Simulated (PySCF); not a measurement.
W(Me)4 (C4H12W), SMILES [CH3][W]([CH3])([CH3])[CH3] (connectivity only; charge and spin as stated), neutral, multiplicity 3. Geometry: PBE-D3(BJ)/def2-SVP. The spin state was assumed, not searched. The def2 effective core potentials stand for the cores of W; spin–orbit coupling is left out.

These are PBE-D3(BJ)/def2-SVP (PySCF 2.14.0) values and carry that method's errors.

Harmonic wavenumbers (cm⁻¹): 100, 100, 115, 115, 115, 176, 177, 177, 177, 497, 497, 497, 518, 518, 518, 541, 635, 635, 638, 638, 638, 1149, 1149, 1149, 1168, 1338, 1338, 1338, 1346, 1346, 1346, 1350, 1350, 2897, 2897, 2897, 2904, 2991, 2991, 2992, 2992, 2992, 2996, 2996, 2996. Rotational constants (GHz): 2.506, 2.506, 2.506; symmetry number 12.

Question: Work out the zero-point energy and the ideal-gas rigid-rotor harmonic-oscillator thermochemistry at 298.15 K and 1 atm.

Answer: ZPE = ½ Σ hcν = ½ × 58932 cm⁻¹ = 352.49 kJ/mol. H − E(el) = 384.32 kJ/mol. Entropy in J/(mol K): translation 177.30, rotation 94.04, vibration 136.55, spin 9.13, total 417.03. G − E(el) = 259.98 kJ/mol. Cp = 169.21 J/(mol K). Modes under 150 cm⁻¹ make the vibrational entropy uncertain.
